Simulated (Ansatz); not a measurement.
Si₂H₅ClO, singlet: at the end structure of a reaction step.

Input (in.yaml):

```yaml
crystal:
  periodic: [false, false, false]
  atoms:
    - {symbol: Si, position_ang: [-0.104071, -1.502648, 0.401592]}
    - {symbol: Cl, position_ang: [1.140122, -1.129710, 1.992944]}
    - {symbol: H, position_ang: [0.578168, -2.474689, -0.477754]}
    - {symbol: O, position_ang: [-0.392039, -0.132689, -0.411457]}
    - {symbol: Si, position_ang: [-0.035686, 1.463762, -0.568921]}
    - {symbol: H, position_ang: [-1.372555, -2.035015, 0.939977]}
    - {symbol: H, position_ang: [1.415860, 1.638510, -0.824792]}
    - {symbol: H, position_ang: [-0.413721, 2.193095, 0.666852]}
    - {symbol: H, position_ang: [-0.815978, 1.979486, -1.718341]}
basis:
  gaussian: {orbitals: def2-TZVPP}
hamiltonian: {xc: pbe}
correlation: {method: rpa}
```

Launched with

```bash
ansatz run in.yaml --threads 4 --pin off --events-out ev --progress --plain --max-ram 9574MiB
```

The run's output (Ansatz 0.2.0):

```
Functional definition: PBE
  name "PBE"
  cite "Perdew, Burke & Ernzerhof, Phys. Rev. Lett. 77, 3865 (1996) doi:10.1103/PhysRevLett.77.3865"
  parent pbe
  parameter kappa = 0.804
  parameter beta = 0.06672455060314922
  exchange = pbe_x(kappa = kappa, mu = beta*pi^2/3)
  correlation = pbe_c(beta = beta)
1311 factors; integrals over basis functions are off by at most 1.1e-3 eV
mean field evaluation 1: about -30389.2788 eV, gradient 6.3e1 eV
mean field evaluation 2: about -30389.2643 eV, gradient 6.3e1 eV
mean field evaluation 4: about -30395.3308 eV, gradient 1.6e1 eV
mean field evaluation 8: about -30395.9602 eV, gradient 4.7e-1 eV
mean field evaluation 16: about -30395.9599 eV, gradient 8.7e-5 eV
mean field -30395.95993026 eV, -1117.0309243154 hartree, gradient 4.3e-6 eV, S^2 0.000000; 0 other end points of the search recorded, 0 dependent functions left out
16 core orbitals not correlated: weight in the atoms' cores, before any rotation towards them, 1.000 or more for the frozen orbitals, at most 0.000 for the correlated occupied ones
reference -30348.95299907 eV, -1115.3034514567 hartree; 13, 13 occupied and 198, 198 virtual orbitals, 1311 factors
Total energy: -30380.32753334 eV, -1116.4564443245 hartree
```

The lines “mean field evaluation” count trial sets of orbitals through the whole run, from several starts and some on an approximate energy, so they need not fall steadily or lie above the final value.

The run took about 1.4 s on 4 CPU threads of an AMD EPYC 9R45 (shared host).
